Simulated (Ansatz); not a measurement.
`CSB[SiH3]` + `COCS` → `COCS[SiH3]` + `BSC`  (cleavage of the Si–B bond)

Isolated molecules relaxed with PBE0-D4/def2-TZVP in Ansatz; ΔE leaves out vibrations. CCSD(T)/CBS adds triple-zeta CCSD(T) − MP2 to the extrapolated MP2 energy (def2 sets, frozen cores). This one scheme is used for every species. DFT in def2-TZVPP. B3LYP here is the variant with VWN-RPA as its local correlation; programs differ in this. Each species was taken in one conformer, which may not be the lowest.

```csv
level,ΔE (kcal/mol),difference from CCSD(T)/CBS
PBE-D4,-13.6,2.1
r2SCAN-D4,-15.3,0.4
PBE0-D4,-14.5,1.2
B3LYP-D4,-15.5,0.2
ωB97X-V,-15.5,0.2
ωB97M-V,-16.3,-0.6
B2PLYP,-15.5,0.2
PBE,-12.9,2.8
r2SCAN,-15.1,0.6
PBE0,-13.9,1.8
B3LYP,-14.4,1.3
HF/def2-TZVPP,-16.9,-1.2
MP2/def2-TZVPP,-17.2,-1.5
SCS-MP2/def2-TZVPP,-16.8,-1.1
CCSD/def2-TZVPP,-15.1,0.6
CCSD(T)/def2-TZVPP,-15.1,0.6
HF/def2-QZVPP,-16.9,-1.2
MP2/def2-QZVPP,-17.6,-1.9
SCS-MP2/def2-QZVPP,-17.1,-1.4
HF/CBS(def2),-16.9,-1.2
MP2/CBS(def2),-17.8,-2.1
CCSD/CBS(def2),-15.7,0.0
CCSD(T)/CBS,-15.7,0
```

Largest T1 diagnostic among the species: 0.015.

From PBE to PBE0 (25 % exact exchange), in def2-TZVPP and without D4, ΔE moves by −1.0 kcal/mol. The D4 term adds −1.2 kcal/mol with B3LYP and −0.7 kcal/mol with PBE0; it sums over pairs of atoms, weighted by their polarisabilities, and B3LYP, whose exchange is more repulsive, gets the larger term.
